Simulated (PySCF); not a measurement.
Electron correlation in Au⁻ (gold, charge -1)

[Xe] 4f14 5d10 6s2, closed-shell 1S. Computed with PySCF 2.14 in def2-TZVPPD with the def2 core potential (60 electrons), with scalar relativity through the core potential. Frozen: 5s2 5p6; 12 electrons correlated.

```csv
level,correlation energy (mhartree)
CCSD,-393.19
(T),-19.15
CCSD(T),-412.34
```

Diagnostics: T1 = 0.023, D1 = 0.0744, largest double amplitude 0.058.

Cost of the coupled-cluster step: of the order of 1.1 core-seconds, for 12 correlated electrons.
